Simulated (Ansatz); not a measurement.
Reaction (ligand exchange at the Si–C bond): `FC1C=C1[SiH3]` + `B/C=C/O` → `B/C=C/O[SiH3]` + `FC1C=C1`

Computed with Ansatz on PBE0-D4/def2-TZVP structures; ΔE is electronic, products minus reactants. CCSD(T)/CBS is the MP2 limit (def2-TZVPP, def2-QZVPP) plus CCSD(T) − MP2 in def2-TZVPP, frozen cores. This one scheme is used for every species. Double bonds are as drawn, so ΔE can hold a change between cis and trans. Functionals use def2-TZVPP. B3LYP here is the variant with VWN-RPA as its local correlation; programs differ in this. One conformer a species, not always the lowest.

`FC1C=C1[SiH3]`:

Z-matrix (Å, degrees):
```
C
C 1 1.445
C 1 1.480 2 53.2
F 1 1.384 2 118.6 3 105.0
H 1 1.087 2 125.2 3 -109.0
H 2 1.078 1 147.5 3 -176.9
Si 3 1.844 1 146.3 2 177.2
H 7 1.483 3 108.8 1 -57.6
H 7 1.484 3 110.0 1 -178.3
H 7 1.485 3 108.7 1 61.4
```

`B/C=C/O`:

```xyz
9

B    -0.003   -1.156   -1.086
C    -0.075    0.200   -0.428
C     0.078    0.289    0.909
O     0.045    1.392    1.653
H     0.190   -2.124   -0.403
H    -0.131   -1.293   -2.268
H    -0.246    1.124   -0.983
H     0.252   -0.591    1.521
H    -0.110    2.157    1.085
```

`B/C=C/O[SiH3]`:

Cartesian coordinates in Å:
```
B 0.740 2.509 0.455
C -0.352 1.475 0.297
C 0.004 0.204 0.039
O -0.870 -0.793 -0.121
Si -0.464 -2.380 -0.441
H 0.497 3.659 0.685
H 1.886 2.167 0.347
H -1.415 1.686 0.377
H 1.059 -0.063 -0.052
H 0.296 -2.452 -1.713
H 0.368 -2.914 0.666
H -1.751 -3.098 -0.540
```

`FC1C=C1`:

Z-matrix (Å, degrees):
```
C
C 1 1.459
C 1 1.459 2 52.9
F 1 1.387 2 118.4 3 105.6
H 1 1.087 2 124.9 3 -110.3
H 2 1.077 1 147.0 3 -177.4
H 3 1.077 1 147.0 2 177.4
```

```
        level  ΔE (eV)
     B3LYP-D4    -0.51
MP2/CBS(def2)    -0.52
```

(1) What does CCSD(T)/CBS give? (An estimate is asked.)

Largest T1 diagnostic among the species: 0.013.

Answers

(1) The calculation gave: -0.52 eV. The listed levels differ from it by 0.01, 0.00 eV.

From PBE to PBE0 (25 % exact exchange), in def2-TZVPP and without D4, ΔE moves by −0.05 eV. In def2-TZVPP, CCSD(T) changes the Hartree–Fock value by +0.14 eV (the triples alone add +0.02 eV) and MP2 by +0.13 eV.
